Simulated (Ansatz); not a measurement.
Relaxation of Cu₃O₄⁻ with RKS B3LYP-D4/def2-SVPD.

```sh
$ ansatz run in.yaml --threads 4 --pin off --events-out ev --progress --plain --max-ram 4787MiB
```

```yaml
crystal:
  periodic: [false, false, false]
  atoms:
    - {symbol: Cu, position_ang: [0.003900, -0.003910, -0.005400]}
    - {symbol: Cu, position_ang: [-1.094010, -1.514960, 1.324220]}
    - {symbol: Cu, position_ang: [1.094780, 1.515410, -1.325370]}
    - {symbol: O, position_ang: [1.081900, 3.116900, -1.568350]}
    - {symbol: O, position_ang: [-1.095590, -3.113530, 1.588100]}
    - {symbol: O, position_ang: [1.238880, -0.176220, -1.194140]}
    - {symbol: O, position_ang: [-1.229860, 0.176310, 1.180930]}
basis:
  gaussian: {orbitals: def2-SVPD}
total_charge: -1
hamiltonian: {xc: {name: B3LYP}, dispersion: d4}
scf: {lower_state_search: "off"}
output: {orbitals: {seedname: orbitals}}
relax: {f_tol: 0.02, max_steps: 100}
```

Run time 3.3 min (4 threads of Intel Xeon 6975P-C on a shared host), peak host memory 1.1 GiB.

Positions (Å) and forces (eV/Å) at steps 1, 2, 3, 4, 5, 6, 7, 8, 9, 10, 11, 12, 13, 14, 15, 16, 17, 19, 20, 21, 22, 24, 25, 26, 27, 28, 29, 31 of 31:

```xyz
7
step=1 energy=-142086.9223 eV
Cu    0.004   -0.004   -0.005    0.146   -0.016    0.168
Cu   -1.094   -1.515    1.324   -0.602    0.481    0.262
Cu    1.095    1.515   -1.325    0.410   -0.521   -0.556
O     1.082    3.117   -1.568    0.042    2.618   -0.334
O    -1.096   -3.114    1.588    0.062   -2.581    0.499
O     1.239   -0.176   -1.194    0.975   -1.386   -0.787
O    -1.230    0.176    1.181   -1.033    1.405    0.747
7
step=2 energy=-142087.3112 eV
Cu   -0.004   -0.005   -0.011    0.095   -0.013    0.115
Cu   -1.132   -1.570    1.358   -0.428    0.154    0.123
Cu    1.122    1.568   -1.371    0.203   -0.203   -0.428
O     1.159    3.206   -1.596    0.101    1.377   -0.153
O    -1.109   -3.192    1.678    0.052   -1.339    0.343
O     1.233   -0.149   -1.238    0.546   -0.665   -0.441
O    -1.270    0.142    1.181   -0.569    0.688    0.441
7
step=3 energy=-142087.5784 eV
Cu   -0.014   -0.007   -0.019   -0.009   -0.012   -0.006
Cu   -1.203   -1.665    1.403   -0.224   -0.127    0.077
Cu    1.157    1.657   -1.456    0.080    0.089   -0.261
O     1.296    3.338   -1.636    0.071    0.095   -0.014
O    -1.125   -3.305    1.832   -0.007   -0.075    0.088
O     1.220   -0.090   -1.306    0.082    0.132    0.004
O    -1.332    0.071    1.181    0.008   -0.102    0.112
7
step=4 energy=-142087.6842 eV
Cu   -0.007   -0.006   -0.008    0.018    0.004    0.014
Cu   -1.268   -1.774    1.414   -0.215    0.032    0.061
Cu    1.157    1.754   -1.538    0.079   -0.057   -0.211
O     1.394    3.422   -1.738    0.037    0.085    0.001
O    -1.212   -3.387    1.940    0.013   -0.072    0.052
O     1.233    0.023   -1.286    0.124    0.205   -0.079
O    -1.298   -0.033    1.217   -0.055   -0.197    0.163
7
step=5 energy=-142087.7822 eV
Cu    0.011   -0.005    0.013    0.046    0.031    0.031
Cu   -1.444   -1.865    1.434    0.025    0.051    0.189
Cu    1.171    1.825   -1.683    0.170   -0.058   -0.073
O     1.471    3.498   -1.797   -0.039   -0.152   -0.006
O    -1.221   -3.457    2.015   -0.091    0.301   -0.112
O     1.265    0.126   -1.259   -0.069    0.379   -0.053
O    -1.253   -0.122    1.276   -0.041   -0.552    0.024
7
step=6 energy=-142087.8498 eV
Cu    0.040    0.005    0.043    0.090   -0.007    0.116
Cu   -1.512   -1.987    1.468    0.020    0.231    0.208
Cu    1.200    1.934   -1.790    0.179   -0.239    0.039
O     1.543    3.589   -1.938   -0.056   -0.024   -0.012
O    -1.368   -3.551    2.114   -0.023    0.072   -0.107
O     1.287    0.283   -1.222   -0.242    0.339   -0.017
O    -1.190   -0.273    1.325    0.031   -0.373   -0.226
7
step=7 energy=-142087.9096 eV
Cu    0.095    0.012    0.097   -0.074   -0.022   -0.056
Cu   -1.578   -2.033    1.572    0.003   -0.047    0.027
Cu    1.293    1.986   -1.867   -0.058    0.027   -0.009
O     1.539    3.653   -2.037    0.062   -0.012   -0.046
O    -1.458   -3.632    2.120   -0.049    0.033    0.015
O     1.258    0.389   -1.194    0.080    0.118    0.023
O    -1.149   -0.375    1.310    0.036   -0.097    0.045
7
step=8 energy=-142087.9550 eV
Cu    0.105    0.006    0.109   -0.019    0.043   -0.040
Cu   -1.628   -2.128    1.649    0.058    0.019   -0.014
Cu    1.329    2.086   -1.931    0.023    0.023    0.062
O     1.620    3.737   -2.190    0.003   -0.085   -0.033
O    -1.583   -3.732    2.190   -0.051    0.032    0.021
O     1.248    0.544   -1.146   -0.077    0.084    0.041
O    -1.092   -0.514    1.320    0.064   -0.115   -0.037
7
step=9 energy=-142087.9810 eV
Cu    0.106    0.025    0.119   -0.027   -0.034    0.034
Cu   -1.652   -2.230    1.715    0.158    0.030   -0.009
Cu    1.379    2.188   -1.975    0.005   -0.015    0.141
O     1.703    3.812   -2.347   -0.011   -0.107   -0.028
O    -1.724   -3.831    2.277   -0.050    0.132   -0.031
O     1.209    0.702   -1.100   -0.101    0.088   -0.006
O    -1.022   -0.666    1.311    0.027   -0.095   -0.101
7
step=10 energy=-142087.9892 eV
Cu    0.085    0.021    0.093   -0.072   -0.051    0.021
Cu   -1.614   -2.302    1.734    0.031   -0.110    0.097
Cu    1.387    2.268   -1.953    0.078    0.060    0.019
O     1.800    3.856   -2.410   -0.080   -0.207    0.048
O    -1.790   -3.867    2.387    0.013    0.250   -0.126
O     1.152    0.769   -1.115   -0.108    0.084    0.077
O    -1.020   -0.745    1.263    0.138   -0.026   -0.137
7
step=11 energy=-142088.0003 eV
Cu    0.119    0.013    0.118    0.020    0.046   -0.045
Cu   -1.610   -2.318    1.763    0.054   -0.026   -0.017
Cu    1.411    2.291   -1.954    0.005    0.033    0.063
O     1.751    3.865   -2.505   -0.034   -0.178    0.037
O    -1.896   -3.887    2.353    0.003    0.146   -0.039
O     1.173    0.830   -1.053   -0.091    0.050    0.039
O    -0.948   -0.793    1.280    0.043   -0.072   -0.039
7
step=12 energy=-142088.0069 eV
Cu    0.159    0.017    0.154    0.136    0.091   -0.067
Cu   -1.580   -2.333    1.742   -0.005   -0.108    0.100
Cu    1.398    2.304   -1.929    0.066    0.194   -0.059
O     1.690    3.843   -2.600   -0.055   -0.225    0.081
O    -2.007   -3.880    2.307    0.027    0.152   -0.083
O     1.206    0.869   -0.986   -0.074    0.001    0.004
O    -0.866   -0.820    1.311   -0.096   -0.106    0.023
7
step=13 energy=-142088.0092 eV
Cu    0.200    0.026    0.196    0.064    0.069   -0.067
Cu   -1.575   -2.330    1.759   -0.042   -0.209    0.005
Cu    1.397    2.309   -1.922    0.030    0.230   -0.089
O     1.645    3.823   -2.666   -0.031   -0.235    0.098
O    -2.067   -3.890    2.242    0.056    0.236   -0.040
O     1.225    0.894   -0.948   -0.028   -0.010    0.016
O    -0.825   -0.832    1.338   -0.048   -0.082    0.078
7
step=14 energy=-142088.0126 eV
Cu    0.231    0.037    0.229    0.024    0.000    0.001
Cu   -1.576   -2.346    1.744    0.007   -0.132    0.054
Cu    1.390    2.320   -1.924    0.021    0.122   -0.020
O     1.618    3.808   -2.719   -0.021   -0.153    0.060
O    -2.121   -3.888    2.219    0.043    0.187   -0.061
O     1.239    0.928   -0.912   -0.040    0.013   -0.010
O    -0.781   -0.859    1.363   -0.034   -0.038   -0.024
7
step=15 energy=-142088.0147 eV
Cu    0.245    0.037    0.241   -0.016   -0.017    0.018
Cu   -1.570   -2.354    1.741    0.006   -0.073    0.044
Cu    1.385    2.329   -1.919    0.026    0.054   -0.001
O     1.611    3.798   -2.743   -0.018   -0.077    0.028
O    -2.146   -3.883    2.211    0.023    0.106   -0.041
O     1.241    0.945   -0.898   -0.034    0.009    0.000
O    -0.767   -0.872    1.367    0.012   -0.002   -0.049
7
step=16 energy=-142088.0174 eV
Cu    0.268    0.039    0.264   -0.016   -0.009    0.011
Cu   -1.553   -2.371    1.741   -0.008   -0.052    0.031
Cu    1.384    2.348   -1.906    0.015    0.040   -0.010
O     1.587    3.776   -2.801   -0.008   -0.045    0.018
O    -2.206   -3.873    2.184    0.008    0.044   -0.018
O     1.244    0.983   -0.860   -0.018   -0.001    0.007
O    -0.724   -0.903    1.377    0.027    0.022   -0.038
7
step=17 energy=-142088.0183 eV
Cu    0.307    0.046    0.306   -0.002    0.003    0.016
Cu   -1.520   -2.410    1.747   -0.091   -0.187    0.043
Cu    1.379    2.391   -1.884    0.022    0.161   -0.113
O     1.553    3.734   -2.920   -0.019   -0.179    0.133
O    -2.329   -3.859    2.137    0.106    0.202   -0.047
O     1.243    1.070   -0.782   -0.029   -0.007    0.003
O    -0.633   -0.972    1.395    0.014    0.006   -0.035
7
step=19 energy=-142088.0208 eV
Cu    0.291    0.046    0.293    0.005    0.000    0.003
Cu   -1.523   -2.415    1.754    0.008   -0.024   -0.013
Cu    1.387    2.393   -1.890   -0.024    0.025    0.002
O     1.578    3.743   -2.900    0.018   -0.009   -0.004
O    -2.311   -3.859    2.165   -0.006    0.010    0.012
O     1.219    1.073   -0.794    0.001   -0.011    0.002
O    -0.643   -0.981    1.373   -0.002    0.009   -0.003
7
step=20 energy=-142088.0242 eV
Cu    0.275    0.048    0.282    0.029    0.002    0.014
Cu   -1.501   -2.476    1.777    0.025   -0.026   -0.025
Cu    1.402    2.453   -1.888   -0.055    0.004    0.042
O     1.650    3.748   -2.956    0.033   -0.028    0.006
O    -2.371   -3.861    2.234    0.018    0.056    0.010
O     1.143    1.167   -0.765   -0.018   -0.001   -0.024
O    -0.598   -1.078    1.316   -0.032   -0.007   -0.022
7
step=21 energy=-142088.0184 eV rejected
Cu    0.253    0.047    0.262    0.033   -0.015    0.054
Cu   -1.472   -2.565    1.817    0.092   -0.008   -0.002
Cu    1.427    2.538   -1.889   -0.184   -0.141    0.163
O     1.767    3.757   -3.025    0.056   -0.084    0.084
O    -2.449   -3.859    2.348    0.136    0.225   -0.069
O     1.015    1.309   -0.726   -0.026   -0.008   -0.083
O    -0.540   -1.226    1.214   -0.107    0.031   -0.147
7
step=22 energy=-142088.0224 eV rejected
Cu    0.279    0.039    0.274   -0.178   -0.020   -0.130
Cu   -1.478   -2.524    1.792   -0.062    0.101   -0.039
Cu    1.397    2.501   -1.881    0.013   -0.115   -0.019
O     1.742    3.762   -2.959    0.011    0.051   -0.003
O    -2.378   -3.859    2.323    0.027   -0.028    0.024
O     1.063    1.209   -0.786    0.004    0.048    0.145
O    -0.626   -1.128    1.237    0.185   -0.037    0.021
7
step=24 energy=-142088.0336 eV
Cu    0.250    0.040    0.252   -0.057    0.001   -0.028
Cu   -1.472   -2.544    1.799   -0.005    0.050   -0.002
Cu    1.401    2.519   -1.883    0.011   -0.048    0.038
O     1.779    3.762   -2.974   -0.001   -0.019    0.022
O    -2.395   -3.855    2.357    0.043    0.038   -0.008
O     1.029    1.254   -0.765   -0.046   -0.001    0.028
O    -0.592   -1.175    1.214    0.055   -0.022   -0.050
7
step=25 energy=-142088.0337 eV
Cu    0.198    0.033    0.200   -0.096    0.000   -0.055
Cu   -1.446   -2.604    1.825   -0.045    0.101   -0.012
Cu    1.408    2.582   -1.872    0.035    0.007    0.002
O     1.919    3.780   -2.975   -0.084   -0.191    0.182
O    -2.401   -3.851    2.490    0.176    0.166   -0.098
O     0.906    1.333   -0.775   -0.026   -0.017   -0.013
O    -0.586   -1.274    1.106    0.040   -0.067   -0.005
7
step=26 energy=-142088.0437 eV
Cu    0.166    0.028    0.169    0.009    0.011    0.001
Cu   -1.454   -2.581    1.825   -0.024    0.014    0.017
Cu    1.414    2.568   -1.867    0.056    0.001   -0.009
O     1.921    3.789   -2.938   -0.051   -0.097    0.094
O    -2.357   -3.857    2.498    0.094    0.110   -0.054
O     0.922    1.298   -0.799   -0.082   -0.012    0.002
O    -0.612   -1.245    1.112   -0.001   -0.028   -0.052
7
step=27 energy=-142088.0525 eV
Cu    0.110    0.021    0.115    0.013    0.008    0.017
Cu   -1.447   -2.581    1.827    0.005    0.004    0.005
Cu    1.436    2.569   -1.852   -0.056    0.023    0.013
O     1.993    3.796   -2.882    0.031   -0.022    0.016
O    -2.297   -3.839    2.583    0.013    0.010    0.001
O     0.842    1.312   -0.827    0.012   -0.016   -0.035
O    -0.637   -1.277    1.036   -0.020   -0.009   -0.017
7
step=28 energy=-142088.0560 eV
Cu    0.037    0.007    0.040   -0.007   -0.013   -0.015
Cu   -1.435   -2.587    1.840   -0.023   -0.018    0.012
Cu    1.433    2.587   -1.841    0.023    0.020   -0.018
O     2.118    3.813   -2.799   -0.053   -0.085    0.072
O    -2.219   -3.826    2.697    0.049    0.061   -0.043
O     0.745    1.317   -0.887    0.058    0.106   -0.076
O    -0.679   -1.311    0.950   -0.046   -0.071    0.068
7
step=29 energy=-142088.0572 eV
Cu    0.023    0.003    0.023    0.004    0.001    0.012
Cu   -1.438   -2.584    1.842   -0.007   -0.010    0.005
Cu    1.440    2.585   -1.839   -0.006    0.001    0.008
O     2.128    3.817   -2.782   -0.013   -0.027    0.022
O    -2.198   -3.827    2.711    0.023    0.030   -0.020
O     0.740    1.315   -0.899    0.030    0.040   -0.052
O    -0.695   -1.308    0.944   -0.032   -0.035    0.026
7
step=31 energy=-142088.0578 eV
Cu    0.001    0.000    0.001    0.001    0.002    0.002
Cu   -1.445   -2.579    1.843   -0.003    0.001    0.003
Cu    1.448    2.580   -1.840    0.001   -0.001   -0.006
O     2.151    3.827   -2.749    0.001    0.003    0.001
O    -2.158   -3.829    2.740    0.001   -0.002    0.000
O     0.730    1.304   -0.925   -0.003   -0.007    0.006
O    -0.726   -1.303    0.930    0.002    0.003   -0.005
```

The restricted singlet is unstable towards broken spin symmetry at other levels; at B3LYP-D4/def2-SVPD this wasn't settled. The relaxation made no stability test and no search for a lower SCF solution. No other spin state of charge -1 was run. Another isomer (singlet) lies 2.14 eV lower at r2SCAN-D4/def2-TZVPD; other spin states weren't run for this one.
